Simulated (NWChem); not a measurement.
System: SeICl; SMILES I[Se]Cl

```xyz
3

Se     0.7477    -1.0056     0.0000
Cl    -1.0748    -2.2014     0.0000
I     -0.1349     1.3512     0.0000
```
Atoms are numbered in this order, from 1.

Results from NWChem. Structure relaxed at the PBE0/def2-SVP level. Not confirmed as a minimum by frequencies. def2 effective core potentials on I; no spin-orbit coupling. Ions are spin-unrestricted doublets at the neutral geometry; other ion states weren't tried.

Estimate the computed values for PBE/def2-SVP. Quantities: vertical ionisation energy, ΔSCF (eV); −ε(HOMO) (eV).


```json
{
  "vertical ionisation energy, ΔSCF (eV)": "8.54",
  "−ε(HOMO) (eV)": "5.50"
}
```
